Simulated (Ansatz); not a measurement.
`FC1([SiH3])COC1` + `NO` → `N[SiH3]` + `OC1(F)COC1`  (formal exchange of groups at the Si–C bond)

Calculated with Ansatz (gas phase, PBE0-D4/def2-TZVP geometries, no zero-point term in ΔE). CBS: MP2 limit from def2 TZ/QZ plus the TZ coupled-cluster correction, frozen cores. This one scheme is used for every species. One conformer a species, not always the lowest.

`FC1([SiH3])COC1`:

```xyz
13

F     0.562   -1.519    0.963
C     0.117   -0.396    0.278
Si    1.305   -0.037   -1.157
C    -1.382   -0.418   -0.038
O    -1.575    0.835    0.629
C    -0.259    0.776    1.190
H     0.803    1.167   -1.868
H     1.329   -1.199   -2.081
H     2.665    0.222   -0.620
H    -1.887   -1.248    0.470
H    -1.694   -0.379   -1.086
H    -0.265    0.477    2.245
H     0.281    1.720    1.074
```

`NO`:

Cartesian coordinates in Å:
```
N 0.360 -0.251 0.261
O -0.709 0.413 -0.403
H 0.803 -0.809 -0.464
H 1.019 0.489 0.486
H -1.474 0.158 0.119
```

`N[SiH3]`:

Z-matrix (Å, degrees):
```
Si
N 1 1.720
H 1 1.486 2 107.9
H 1 1.494 2 116.0 3 -120.3
H 1 1.486 2 107.9 3 119.4
H 2 1.007 1 119.6 3 -168.6
H 2 1.007 1 119.6 3 49.2
```

`OC1(F)COC1`:

```xyz
11

O    -0.940    0.970   -1.144
C     0.120    0.523   -0.385
F     1.149    1.349   -0.685
C     0.462   -0.972   -0.428
O     0.054   -1.119    0.941
C    -0.108    0.296    1.114
H    -1.705    0.414   -0.973
H    -0.134   -1.583   -1.111
H     1.527   -1.172   -0.571
H     0.672    0.733    1.745
H    -1.097    0.562    1.497
```

```
          species  SCS-MP2/def2-TZVPP energy (Eh)
`FC1([SiH3])COC1`                      -582.08078
             `NO`                      -131.50927
        `N[SiH3]`                      -346.71306
     `OC1(F)COC1`                      -366.97357
```

Work out ΔE.

ΔE = (-346.71306) + (-366.97357) − (-582.08078) − (-131.50927) = -0.09658 Eh = -253.6 kJ/mol. CCSD(T)/CBS gives -248.1 kJ/mol.

Largest T1 diagnostic among the species: 0.012.

In def2-TZVPP, CCSD(T) changes the Hartree–Fock value by +25.7 kJ/mol (the triples alone add +3.7 kJ/mol) and MP2 by +14.6 kJ/mol. The D4 term adds +4.7 kJ/mol with B3LYP and +2.8 kJ/mol with PBE0; it sums over pairs of atoms, weighted by their polarisabilities, and B3LYP, whose exchange is more repulsive, gets the larger term. From PBE to PBE0 (25 % exact exchange), in def2-TZVPP and without D4, ΔE moves by −13.4 kJ/mol.

B3LYP here is the variant with VWN-RPA as its local correlation; programs differ in this.
